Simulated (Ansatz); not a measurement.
Species: CH6Si2, SMILES `C=[SiH][SiH3]` (charge 0, multiplicity 1), formula CH$_{6}$Si$_{2}$.

Problem. How many basis functions does frozen-core CCSD(T)/def2-TZVPP // PBE0-D3(BJ)/def2-TZVP in Ansatz (a program for electronic structure) use, how many core orbitals are frozen, and how many electrons are correlated?

Solution. 199 basis functions and 11 frozen orbitals, which leaves 18 correlated electrons. Core time is of the order of seconds.
